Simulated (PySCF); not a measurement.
Stepwise substitution at one centre (Ga SiH3-H). All species are isolated molecules in the gas phase. Strings in code marks are SMILES.

These are ωB97X-D3(BJ)/def2-TZVP // PBE0-D3(BJ)/def2-TZVP in PySCF values and carry that method's errors. Excitations are Tamm–Dancoff values on a coarser integration grid. The basis has no diffuse functions, so Rydberg states are missing or too high.

| species | S1–T1 gap (TDA) (eV) | dipole moment (D) | HOMO (eV) |
|---|---|---|---|
| 0 of 3 SiH3 replaced by H (`[SiH3][Ga]([SiH3])[SiH3]`) | 0.52 | 0.22 | -9.47 |
| 1 of 3 SiH3 replaced by H | 0.56 | [?] | [?] |
| 2 of 3 SiH3 replaced by H (`[SiH3][GaH2]`) | 0.58 | 0.12 | -9.94 |
| 3 of 3 SiH3 replaced by H (`[GaH3]`) | – | 0.00 | -11.11 |

Complete the blanks.


- 1 of 3 SiH3 replaced by H, dipole moment (D): 0.11
- 1 of 3 SiH3 replaced by H, HOMO (eV): -9.49
